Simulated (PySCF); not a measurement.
C5H9GeN.
Geometry (PBE0-D3(BJ)/def2-SVP, Å), atoms numbered from 1 in this order:
```xyz
16
C5H9GeN angstrom
N      3.113    0.482   -1.653
C      2.515    0.446   -0.660
C      1.725    0.403    0.554
C      0.906   -0.900    0.681
C     -0.337   -0.813   -0.206
C     -1.118    0.465    0.122
Ge     0.284    1.799    0.482
H      2.393    0.558    1.415
H      0.601   -1.008    1.735
H      1.520   -1.780    0.432
H     -0.962   -1.712   -0.083
H     -0.018   -0.796   -1.263
H     -1.723    0.336    1.033
H     -1.798    0.770   -0.686
H      0.142    2.510    1.840
H      0.540    2.816   -0.638
```

All values: CAM-B3LYP/def2-SVPD (PySCF, non-relativistic), on one gas-phase PBE0-D3(BJ)/def2-SVP geometry that isn't relaxed in the solvent. The solvent is an IEF-PCM continuum (van der Waals radii × 1.2), and excitations are vertical TDDFT with non-equilibrium linear response and a frozen core. Specific hydrogen bonds and non-electrostatic terms are outside this model. Spin–orbit coupling is left out although an atom past zinc is present.

```
run  E − E(gas) (kcal/mol)  HOMO (eV)  HOMO–LUMO gap (eV)  dipole (D)  lowest singlet (eV)  static polarisability (au)
gas                   0.00      -9.45               10.24        4.56                 6.99                        89.2
  P                  -6.76      -9.32               10.44        6.01                 6.99                       121.8
  Q                  -5.85      -9.34               10.42        5.80                 7.00                       116.3
```

The runs were made in acetone and tetrahydrofuran. Which run belongs to which solvent?

P = acetone, Q = tetrahydrofuran. The dielectric constants are 7.426 (tetrahydrofuran), 20.49 (acetone), and the energy falls further as ε rises. The optical constants n² used for the excitations are 1.97, 1.85 in the same order. In this model the ground state sees the solvent through ε alone.

How constant is the ratio of the lowering to (ε − 1)/(2ε + 1)?

```tsv
solvent	(ε − 1)/(2ε + 1)	E − E(gas) (kcal/mol)	ratio (kcal/mol)	polarisation term (kcal/mol)
tetrahydrofuran	0.405	-5.85	-14.4	-7.07
acetone	0.464	-6.76	-14.6	-8.42
```

The ratio changes by +1.0 % in size from tetrahydrofuran to acetone. The polarisation term is half the interaction of the solute with the induced surface charges.
